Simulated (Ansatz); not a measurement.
Ge₂₃H₃₀⁻, a nanocrystal cut from hexagonal germanium. The state is a doublet with charge -1. Geometry PBE-D4/def2-SVP, that of the neutral singlet; atoms count from 1.

Cartesian coordinates in Å:
```
Ge 2.6782 1.1311 -4.5980
Ge 3.3971 0.6266 -2.3041
Ge -0.6945 2.7544 -3.1748
Ge 0.2336 1.0993 -4.7255
Ge 0.0376 2.2358 -0.8784
Ge 1.4582 0.2368 -0.8593
Ge 1.2918 1.3904 3.0088
Ge 2.1744 -0.2764 1.4421
Ge 2.0200 0.8833 5.2999
Ge 3.3860 -1.1418 5.3306
Ge -0.5920 -1.1132 -4.0707
Ge 0.1407 -1.6196 -1.7717
Ge 1.3957 -2.5032 2.1102
Ge 2.1150 -3.0108 4.4041
Ge -3.1401 2.7231 -3.2923
Ge -1.8959 1.8552 0.5800
Ge -1.1534 1.3531 2.8749
Ge -3.9420 0.5047 -2.6372
Ge -3.0373 -1.1577 -4.1900
Ge -3.1953 -0.0062 -0.3444
Ge -1.7923 -2.0159 -0.3169
Ge -1.9086 -0.8744 3.5511
Ge -1.0494 -2.5366 1.9736
H 3.2101 2.5311 -5.0241
H 3.2690 0.0779 -5.5810
H 4.2314 1.8111 -1.7334
H 4.3069 -0.6372 -2.2952
H -0.1658 4.1724 -3.5592
H -0.2419 1.4231 -6.1771
H 0.8666 3.4382 -0.3258
H 1.8161 2.7983 2.5882
H 3.7352 -0.2500 1.5088
H 2.8134 2.0863 5.8885
H 0.7675 0.6588 6.1967
H 4.6511 -0.9097 4.4554
H 3.8589 -1.4631 6.7785
H 0.0030 -2.1893 -5.0328
H 1.0356 -2.8990 -1.7932
H 1.9898 -3.5570 1.1251
H 2.9658 -4.3143 4.4239
H 0.8588 -3.2533 5.2911
H -3.6056 3.0518 -4.7421
H -3.7306 3.8050 -2.3403
H -2.7842 3.1397 0.5923
H -1.7411 2.4195 3.8522
H -5.5020 0.4744 -2.6844
H -3.5029 -0.8400 -5.6422
H -3.5610 -2.5759 -3.8160
H -4.4421 -0.2501 0.5631
H -2.6145 -3.2180 -0.8805
H -1.3812 -1.1913 4.9827
H -3.4636 -0.9254 3.5929
H -1.5703 -3.9524 2.3757
```

Single mean-field runs in def2-SVP are fitted with def2-universal-jkfit. The highest occupied level of the charge -1 doublet lies above zero (up to 0.37 eV). By energy differences its removal costs 0.58 eV (vertical, to the charge 0 singlet, at PBE0-D4/def2-SVP); self-interaction error and the lack of diffuse functions both raise the level.

**Question.** Estimate the Mulliken populations of the heavy atoms from the PBE0/def2-SVP orbitals of Ansatz.

**Answer.** 
```tsv
atom	charge (e)	spin (α − β)
Ge1	0.06	0.09
Ge2	0.05	0.18
Ge3	-0.02	0.05
Ge4	0.04	-0.03
Ge5	-0.03	0.08
Ge6	-0.05	0.02
Ge7	-0.02	0.03
Ge8	-0.02	0.17
Ge9	0.08	0.03
Ge10	0.07	0.00
Ge11	-0.02	0.05
Ge12	-0.03	0.08
Ge13	-0.02	0.03
Ge14	0.08	0.03
Ge15	0.10	0.00
Ge16	0.01	0.03
Ge17	0.02	0.01
Ge18	0.00	0.02
Ge19	0.10	0.00
Ge20	0.00	-0.01
Ge21	0.00	0.03
Ge22	0.07	0.00
Ge23	0.02	0.01
```
Mulliken values and Mayer orders depend strongly on the basis.

**Question.** Where does the spin sit?

**Answer.** Summed by element: Ge 0.89, H 0.11, of 1 unpaired in all. Largest on single atoms: Ge2 0.18, Ge8 0.17, Ge1 0.09.

**Question.** And the Mayer bond orders between bonded heavy atoms (over 0.3)?

**Answer.** Ge1–Ge2 0.95 (2.46 Å); Ge1–Ge4 0.88 (2.45 Å); Ge2–Ge6 0.71 (2.45 Å); Ge3–Ge4 0.87 (2.45 Å); Ge3–Ge5 0.92 (2.47 Å); Ge3–Ge15 0.93 (2.45 Å); Ge4–Ge11 0.87 (2.45 Å); Ge5–Ge6 0.88 (2.45 Å); Ge5–Ge16 0.94 (2.45 Å); Ge6–Ge8 0.67 (2.46 Å); Ge6–Ge12 0.88 (2.45 Å); Ge7–Ge8 0.90 (2.45 Å); Ge7–Ge9 0.88 (2.46 Å); Ge7–Ge17 0.93 (2.45 Å); Ge8–Ge13 0.90 (2.45 Å); Ge9–Ge10 0.94 (2.44 Å); Ge10–Ge14 0.94 (2.44 Å); Ge11–Ge12 0.92 (2.47 Å); Ge11–Ge19 0.93 (2.45 Å); Ge12–Ge21 0.94 (2.45 Å); Ge13–Ge14 0.88 (2.46 Å); Ge13–Ge23 0.93 (2.45 Å); Ge15–Ge18 0.94 (2.45 Å); Ge16–Ge17 0.91 (2.46 Å); Ge16–Ge20 0.93 (2.45 Å); Ge17–Ge22 0.93 (2.45 Å); Ge18–Ge19 0.94 (2.45 Å); Ge18–Ge20 0.90 (2.46 Å); Ge20–Ge21 0.93 (2.45 Å); Ge21–Ge23 0.91 (2.46 Å); Ge22–Ge23 0.93 (2.45 Å).
